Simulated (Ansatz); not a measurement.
CH3BrZn, SMILES [CH3][Zn][Br].

Coordinates come from a B3LYP-D3(BJ)/def2-SVP optimisation. The structure was generated by enumeration; whether it is a known compound was not checked.

Two levels are set side by side: PBE/def2-SVPD (Ansatz, an electronic-structure program) and PBE0/def2-SVPD (Ansatz). Energy differences of separate SCF runs at the same geometry; the states with an electron removed or added have multiplicity 2 and 2. Differences are taken from unrounded values.

```tsv
quantity	PBE0	PBE	PBE minus PBE0
vertical ionisation energy (eV)	10.43	10.16	-0.27
vertical singlet–triplet gap (eV)	5.74	5.40	-0.34
```
